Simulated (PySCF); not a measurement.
# Substituent chemical shifts

Parent skeleton `[O:1]=[CH:2][NH:3][CH:4]1[CH:5]=[CH:6][CH2:7]1`; one hydrogen on atom 7 is replaced by X. Hydrogens on one atom are averaged.

Computed data (PySCF 2.14.0 with density-fitted response routines): geometry: GFN2-xTB, GIAO PBE0/pcSseg-1 shieldings. One computed conformer, no solvent model, non-relativistic.

δ = σ(ref) − σ, references computed at the same level: ¹⁷O (336.08 ppm) vs H2O; ¹³C (186.93 ppm), ¹H (31.72 ppm) vs TMS; NH3 for ¹⁵N (267.73 ppm).

Known members:
```tsv
X	O1	C2	N3	C4	C5	C6	C7	H(C2)	H(C4)
CN	429.9	159.7	147.3	54.1	152.1	146.0	40.9	8.22	5.77
N(SiH3)2	416.6	161.5	140.4	55.7	154.3	150.3	65.3	8.31	5.57
```

Four more derivatives gave (δ, ppm):
| compound | O1 | C2 | N3 | C4 | C5 | C6 | C7 | H(C2) | H(C4) |
| --- | --- | --- | --- | --- | --- | --- | --- | --- | --- |
| 1 | 417.0 | 160.1 | 150.2 | 49.8 | 145.4 | 154.6 | 58.4 | 8.19 | 5.02 |
| 2 | 419.2 | 161.7 | 148.4 | 52.4 | 149.7 | 151.1 | 52.3 | 8.23 | 5.76 |
| 3 | 420.1 | 160.8 | 141.8 | 50.7 | 145.7 | 155.2 | 52.6 | 8.29 | 5.62 |
| 4 | 412.6 | 161.0 | 147.2 | 51.4 | 156.7 | 142.8 | 54.6 | 8.28 | 5.72 |

Question: Their substituents are CH2OCH3, CH2OH, CH=NMe, nPr. Which is which?

Answer: 1: X = CH2OCH3 (COC[C@@H]1C=C[C@H]1NC=O); 2: X = CH=NMe (C/N=C\[C@@H]1C=C[C@@H]1NC=O); 3: X = nPr (CCC[C@@H]1C=C[C@@H]1NC=O); 4: X = CH2OH (O=CN[C@@H]1C=C[C@@H]1CO).

Unscaled 17O shifts of doubly bonded oxygen tend to come out too high, by tens of ppm or more. Experimental scales use liquid or dissolved standards, which lie at an offset from isolated H2O (liquid H2O: subtract about 36 ppm) and NH3 (liquid NH3: subtract about 20 ppm). Unscaled 15N shifts of sp2 nitrogen come out 20 to 40 ppm too high even then.
